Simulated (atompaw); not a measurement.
## Logarithmic derivatives: In (Z = 49), PAW (atompaw)

indium (In), PAW, made with atompaw 4.2.0.5 (PBEsol, scalar-relativistic). Core [Kr] 4d10, reference 5s2 5p1. Waves: 5s (bound): rc 2.55 bohr; 5s channel at 0.05 Ry: rc 1.75 bohr; 5p (bound): rc 2.55 bohr; 5p channel at 0.65 Ry: rc 2.55 bohr; 5d channel at 0.25 Ry: rc 2.55 bohr; 5d channel at 1.45 Ry: rc 2.25 bohr. Local part: bessel scheme, radius 2.50 bohr. Core correction: smooth core density matched at 2.00 bohr. Augmentation charge: besselshape compensation charge, radius 2.50 bohr; PAW radius 2.55 bohr; waves and projectors: custom rrkj vanderbiltortho.

The phase is arctan(r·u′/u) with u = r·R(r), unwrapped; energies in Ry, scanned from -3 to 5 Ry. A pole is an energy at which the radial function vanishes at the test radius. The pseudo phase is shifted by a multiple of π to meet the all-electron one at the reference energy, and phase errors are pseudo minus all-electron; the curves can meet again beyond the range given. Levels narrower than the energy grid can be missing from the lists of poles.

**Question.** For each channel, where are the poles, and over which energies does the pseudopotential scatter like the atom?

**Answer.**

```
channel  radius (bohr)  reference energy (Ry)  poles, all-electron  poles, pseudo  unbroken range about the reference energy with phases within 0.05 rad  phase error 1 Ry above the reference energy (rad)
      s           2.57                  -0.61                 1.11           1.14                                                              below 3.0                                             +0.001
      p           2.57                  -0.19                 2.39           2.38                                                              below 4.5                                             +0.000
      d           2.57                   0.25          -1.25, 4.72          -0.75                                                             above -0.6                                             +0.000
```

Note: ghost state, extra bound levels that the all-electron valence spectrum of the same l lacks: d at -11.0 eV. A true bound ghost makes a file unfit for plane-wave use.

Phases in the s channel:

```
E (Ry)  all-electron  pseudo
 -3.00         1.281   1.276
 -2.76         1.259   1.254
 -2.52         1.232   1.227
 -2.28         1.198   1.192
 -2.04         1.151   1.146
 -1.80         1.086   1.082
 -1.56         0.989   0.984
 -1.32         0.828   0.824
 -1.08         0.536   0.532
 -0.84         0.010   0.008
 -0.60        -0.610  -0.610
 -0.36        -1.010  -1.010
 -0.12        -1.225  -1.231
  0.12        -1.350  -1.350
  0.36        -1.431  -1.430
  0.60        -1.488  -1.487
  0.84        -1.532  -1.529
  1.08        -1.567  -1.563
  1.32        -1.597  -1.591
  1.56        -1.623  -1.615
  1.80        -1.647  -1.636
  2.04        -1.671  -1.656
  2.28        -1.695  -1.675
  2.52        -1.719  -1.693
  2.76        -1.746  -1.711
  3.00        -1.775  -1.729
  3.24        -1.810  -1.749
  3.48        -1.851  -1.769
  3.72        -1.905  -1.792
  3.96        -1.976  -1.816
  4.20        -2.077  -1.845
  4.44        -2.232  -1.877
  4.68        -2.486  -1.916
  4.92        -2.899  -1.964
```
